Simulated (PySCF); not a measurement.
# Basis-set dependence of population analyses: `COB(O)OC`

Compound: C2H7BO3.
Bonds: C1–O2, O2–B3, B3–O4, B3–O5, O5–C6. Hydrogens: H7, H8, H9 on C1; H10 on O4; H11, H12, H13 on C6.

PBE0 throughout (PySCF), one geometry, spherical d and f functions. Geometry: PBE0-D3(BJ)/def2-SVP, one conformer, isolated molecule. Atoms taken as equivalent share a column and are averaged.

Mulliken charges (e):

| basis | functions | C1/C6 | O2/O5 | B3 | O4 | H7 (×6) | H10 |
| --- | --- | --- | --- | --- | --- | --- | --- |
| STO-3G | 37 | -0.126 | -0.278 | +0.413 | -0.343 | +0.086 | +0.224 |
| 6-31G | 68 | -0.227 | -0.576 | +0.793 | -0.653 | +0.177 | +0.403 |
| pcSseg-0 | 68 | -0.307 | -0.712 | +0.979 | -0.682 | +0.224 | +0.397 |
| 6-31G* | 98 | -0.275 | -0.460 | +0.622 | -0.633 | +0.175 | +0.430 |
| cc-pVDZ | 119 | +0.078 | -0.229 | +0.022 | -0.142 | +0.044 | +0.156 |
| def2-SVP | 119 | +0.131 | -0.301 | +0.082 | -0.188 | +0.042 | +0.191 |
| pcSseg-1 | 137 | -0.021 | -0.526 | +0.616 | -0.432 | +0.110 | +0.249 |
| aug-cc-pVDZ | 201 | +0.967 | -0.471 | +0.538 | -0.545 | -0.198 | +0.199 |
| 6-311+G(2d,p) | 204 | -0.327 | -0.764 | +1.750 | -0.821 | +0.154 | +0.328 |
| def2-TZVP | 228 | -0.201 | -0.291 | +0.350 | -0.449 | +0.125 | +0.334 |
| cc-pVTZ | 278 | -0.086 | -0.219 | +0.157 | -0.277 | +0.085 | +0.218 |
| IGLO-III | 280 | -0.218 | -0.429 | +0.828 | -0.585 | +0.125 | +0.303 |
| pcSseg-2 | 314 | +0.168 | -0.502 | +0.696 | -0.446 | +0.033 | +0.219 |

IAO charges (e):

```
        basis  functions   C1/C6   O2/O5      B3      O4  H7 (×6)     H10
       STO-3G         37  -0.251  -0.279  +0.400  -0.398   +0.131  +0.271
        6-31G         68  -0.232  -0.411  +0.567  -0.561   +0.152  +0.371
     pcSseg-0         68  -0.212  -0.403  +0.539  -0.539   +0.145  +0.361
       6-31G*         98  -0.193  -0.429  +0.621  -0.573   +0.138  +0.367
      cc-pVDZ        119  -0.191  -0.423  +0.600  -0.567   +0.137  +0.371
     def2-SVP        119  -0.182  -0.421  +0.593  -0.563   +0.134  +0.369
     pcSseg-1        137  -0.190  -0.431  +0.608  -0.575   +0.139  +0.373
  aug-cc-pVDZ        201  -0.200  -0.434  +0.616  -0.589   +0.143  +0.383
6-311+G(2d,p)        204  -0.202  -0.438  +0.624  -0.591   +0.144  +0.383
    def2-TZVP        228  -0.199  -0.439  +0.630  -0.591   +0.143  +0.381
      cc-pVTZ        278  -0.201  -0.437  +0.628  -0.590   +0.143  +0.381
     IGLO-III        280  -0.202  -0.439  +0.629  -0.593   +0.144  +0.384
     pcSseg-2        314  -0.200  -0.440  +0.630  -0.593   +0.143  +0.383
```

Hirshfeld charges (e):

```tsv
basis	functions	C1/C6	O2/O5	B3	O4	H7 (×6)	H10
STO-3G	37	+0.048	-0.175	+0.204	-0.202	+0.018	+0.145
6-31G	68	-0.011	-0.207	+0.258	-0.266	+0.043	+0.187
pcSseg-0	68	-0.017	-0.198	+0.261	-0.269	+0.041	+0.190
6-31G*	98	-0.015	-0.194	+0.257	-0.259	+0.039	+0.184
cc-pVDZ	119	-0.031	-0.179	+0.255	-0.253	+0.040	+0.179
def2-SVP	119	-0.031	-0.186	+0.266	-0.260	+0.041	+0.182
pcSseg-1	137	-0.033	-0.194	+0.284	-0.265	+0.042	+0.180
aug-cc-pVDZ	201	-0.040	-0.193	+0.285	-0.261	+0.044	+0.176
6-311+G(2d,p)	204	-0.032	-0.199	+0.288	-0.264	+0.043	+0.177
def2-TZVP	228	-0.037	-0.194	+0.286	-0.264	+0.043	+0.179
cc-pVTZ	278	-0.038	-0.190	+0.284	-0.263	+0.043	+0.178
IGLO-III	280	-0.041	-0.194	+0.290	-0.264	+0.044	+0.177
pcSseg-2	314	-0.042	-0.194	+0.292	-0.265	+0.045	+0.178
```

ESP-fitted charges (e):

| basis | functions | C1/C6 | O2/O5 | B3 | O4 | H7 (×6) | H10 |
| --- | --- | --- | --- | --- | --- | --- | --- |
| STO-3G | 37 | -0.270 | -0.300 | +0.713 | -0.529 | +0.109 | +0.298 |
| 6-31G | 68 | -0.065 | -0.581 | +1.120 | -0.830 | +0.090 | +0.460 |
| pcSseg-0 | 68 | -0.147 | -0.573 | +1.140 | -0.828 | +0.113 | +0.453 |
| 6-31G* | 98 | -0.152 | -0.410 | +0.814 | -0.691 | +0.098 | +0.414 |
| cc-pVDZ | 119 | -0.125 | -0.380 | +0.726 | -0.630 | +0.087 | +0.388 |
| def2-SVP | 119 | -0.094 | -0.430 | +0.828 | -0.672 | +0.082 | +0.398 |
| pcSseg-1 | 137 | -0.107 | -0.470 | +0.921 | -0.727 | +0.091 | +0.414 |
| aug-cc-pVDZ | 201 | -0.213 | -0.382 | +0.830 | -0.685 | +0.109 | +0.391 |
| 6-311+G(2d,p) | 204 | -0.226 | -0.396 | +0.859 | -0.712 | +0.115 | +0.407 |
| def2-TZVP | 228 | -0.206 | -0.394 | +0.850 | -0.706 | +0.109 | +0.405 |
| cc-pVTZ | 278 | -0.200 | -0.385 | +0.816 | -0.677 | +0.106 | +0.394 |
| IGLO-III | 280 | -0.202 | -0.392 | +0.843 | -0.694 | +0.107 | +0.396 |
| pcSseg-2 | 314 | -0.198 | -0.410 | +0.887 | -0.712 | +0.107 | +0.400 |

Some averages cover members that differ in this geometry, most widely: C1/C6, ESP-fitted in aug-cc-pVDZ -0.333 to -0.092; C1/C6, ESP-fitted in pcSseg-2 -0.317 to -0.078; C1/C6, ESP-fitted in 6-311+G(2d,p) -0.344 to -0.108; C1/C6, ESP-fitted in IGLO-III -0.320 to -0.085 e.

Problem. Which scheme is steadiest as the basis changes?

Solution. Largest range over the bases for any column: Hirshfeld 0.09 e, IAO 0.23 e, ESP-fitted 0.43 e, Mulliken 1.73 e. Hirshfeld charges move least and Mulliken charges most, counted in e. Without the minimal STO-3G basis the ranges are Hirshfeld 0.04, IAO 0.09, ESP-fitted 0.41, Mulliken 1.73 e.

Problem. How much do the charges still move between the two largest bases, IGLO-III and pcSseg-2?

Solution. At most, over all atoms: Mulliken 0.392 e, IAO 0.002 e, Hirshfeld 0.002 e, ESP-fitted 0.044 e.

Problem. What do the same runs give for the total energy, the frontier levels and the dipole moment?

Solution. 
| basis | energy (Eh) | HOMO (eV) | LUMO (eV) | μ (D) |
| --- | --- | --- | --- | --- |
| STO-3G | -326.3638 | -4.55 | 6.24 | 0.16 |
| 6-31G | -330.5927 | -7.92 | 2.43 | 0.32 |
| pcSseg-0 | -329.9383 | -7.98 | 2.13 | 0.31 |
| 6-31G* | -330.6987 | -7.86 | 2.65 | 0.22 |
| cc-pVDZ | -330.7278 | -7.90 | 2.03 | 0.16 |
| def2-SVP | -330.4688 | -8.00 | 1.86 | 0.18 |
| pcSseg-1 | -330.6820 | -8.13 | 1.54 | 0.28 |
| aug-cc-pVDZ | -330.7552 | -8.18 | -0.09 | 0.26 |
| 6-311+G(2d,p) | -330.8195 | -8.21 | 0.13 | 0.28 |
| def2-TZVP | -330.8481 | -8.17 | 0.92 | 0.25 |
| cc-pVTZ | -330.8376 | -8.13 | 1.26 | 0.21 |
| IGLO-III | -330.8567 | -8.19 | 0.57 | 0.26 |
| pcSseg-2 | -330.8509 | -8.21 | 0.59 | 0.27 |

The dipole is fixed by the density alone, so its range of 0.16 D shows that the density itself changes with the basis, not only its division among atoms.
